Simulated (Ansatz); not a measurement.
C2H6GeOSi (`O[SiH2]C#[C][GeH3]`), relaxed with RKS PBE0-D4/def2-TZVP in Ansatz from a PBE-D4/def2-SVP geometry. The force threshold is 0.005 eV/Å; the program also tests the step.

The species carries charge 0 and has multiplicity 1.

Start:

```xyz
11

O     1.305   -0.763   -2.748
Si    0.542    0.585   -2.101
C     0.069    0.302   -0.342
C    -0.250    0.080    0.832
Ge   -0.735   -0.248    2.650
H     0.825   -1.601   -2.627
H    -0.713    0.952   -2.847
H     1.541    1.695   -2.186
H    -2.276   -0.357    2.744
H    -0.229    0.927    3.519
H    -0.079   -1.573    3.107
```

| step | energy (eV) | largest force (eV/Å) | largest move (Å) |
| --- | --- | --- | --- |
| 1 | -68600.8593 | 1.442 | 0.000 |
| 2 | -68600.9174 | 0.562 | 0.034 |
| 3 | -68600.9245 | 0.182 | 0.013 |
| 4 | -68600.9257 | 0.155 | 0.025 |
| 5 | -68600.9264 | 0.025 | 0.013 |
| 6 | -68600.9265 | 0.011 | 0.015 |
| 7 | -68600.9265 | 0.001 | 0.009 |
| 8 | -68600.9265 | 0.006 | 0.011 |
| 9 | -68600.9265 | 0.002 | 0.002 |

End:

```xyz
11

O     1.279   -0.738   -2.730
Si    0.541    0.574   -2.074
C     0.079    0.276   -0.331
C    -0.242    0.072    0.822
Ge   -0.732   -0.240    2.634
H     0.832   -1.583   -2.660
H    -0.705    0.929   -2.801
H     1.522    1.676   -2.153
H    -2.259   -0.344    2.717
H    -0.229    0.931    3.484
H    -0.084   -1.552    3.092
```

It took 30 s on 4 threads of an Intel Xeon on a shared host, with 0.68 GiB of host memory at the peak.
